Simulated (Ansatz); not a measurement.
Frontier orbitals of C2H7AlBNO (`CB1C(O)[N]1[AlH2]`).

The species carries charge 0 and has multiplicity 1. Geometry: relaxed with PBE0-D4/def2-TZVP. It is one conformer, not always the lowest. Basis def2-TZVPP, Ansatz.

```json
{"functional": "PBE", "HOMO (eV)": "-5.70", "LUMO (eV)": "-2.18", "gap (eV)": "3.52"}
{"functional": "B97M-V", "HOMO (eV)": "-6.02", "LUMO (eV)": "-2.01", "gap (eV)": "4.01"}
{"functional": "PBE0", "HOMO (eV)": "-7.01", "LUMO (eV)": "-1.37", "gap (eV)": "5.64"}
{"functional": "r2SCAN0", "HOMO (eV)": "-7.16", "LUMO (eV)": "-1.15", "gap (eV)": "6.01"}
{"functional": "LC-ωPBE", "HOMO (eV)": "-9.74", "LUMO (eV)": "0.66", "gap (eV)": "10.40"}
{"functional": "ωB97X-V", "HOMO (eV)": "-9.39", "LUMO (eV)": "0.55", "gap (eV)": "9.94"}
{"functional": "ωB97M-V", "HOMO (eV)": "-9.28", "LUMO (eV)": "0.27", "gap (eV)": "9.55"}
```

A quarter of exact exchange (PBE0) shifts PBE's HOMO by −1.31 eV and its LUMO by +0.81 eV; full exchange at long range (ωB97M-V) shifts them by −3.59 and +2.45 eV. The gap opens from 3.52 to 9.56 eV, since occupied levels lose self-interaction and empty ones feel all the electrons. A positive LUMO is unbound and depends on the basis.

LC-ωPBE has ω = 0.4 bohr⁻¹.
